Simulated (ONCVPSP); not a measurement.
**sulfur: ONCV pseudisation with LDA (Perdew-Wang 92), scalar-relativistic reference atom.**

```json
{
  "Element": "sulfur (S)",
  "Generator": "ONCVPSP 4.0.1",
  "Type": "optimised norm-conserving Vanderbilt (ONCV)",
  "Functional": "LDA (Perdew-Wang 92)",
  "Relativity": "scalar-relativistic",
  "Frozen core": "[Ne]",
  "Valence charge": "6",
  "Reference configuration": "3s2 3p3 (charge +1)",
  "Partial waves": "3s: rc 1.45 bohr, ncon 4, nbas 7, qcut 3.6 1/bohr, 3 projectors, debl 1.2 Ha; 3p: rc 1.20 bohr, ncon 4, nbas 7, qcut 6.7 1/bohr, 2 projectors, debl 1.8 Ha",
  "Local potential": "polynomial inside 0.95 bohr (lpopt 5, dvloc0 0 Ha)",
  "Core correction": "Teter function, parameters optimised by the program"
}
```

All-electron outer shells of the reference configuration (LDA (PZ), scalar-relativistic, ld1.x):

```
shell  level (eV)  outermost node (bohr)  outermost maximum (bohr)
   2s     -222.51                   0.13                      0.39
   2p     -168.26                      –                      0.33
   3s      -27.63                   0.60                      1.39
   3p      -16.88                   0.58                      1.55
```

(1) Estimate the cutoffs (Ha) at which the residual kinetic energy of the hardest occupied pseudo-wave falls to 1 and 0.1 mHa per electron.

(2) Does the potential have ghost states?

(3) Tests: 3s2 3p4; 3s2 3p2; 3s2 3p1; 3s2 3p0. Which has the largest error in its energy relative to the reference configuration, and how large is it?

Results:

(1) 46 Ha and 95 Ha. The cutoffs count occupied waves only; projector 2 of the p channel, the hardest unoccupied one, needs 122 Ha at the loose tolerance.

(2) Ghosts flagged at negative energy: s at -527.5 eV; GHOST(+) flagged for s at 172.5 eV. A true bound ghost makes a file unfit for plane-wave use.

(3) 3s2 3p0, with +24 meV (all-electron minus pseudo) on +103.50 eV.
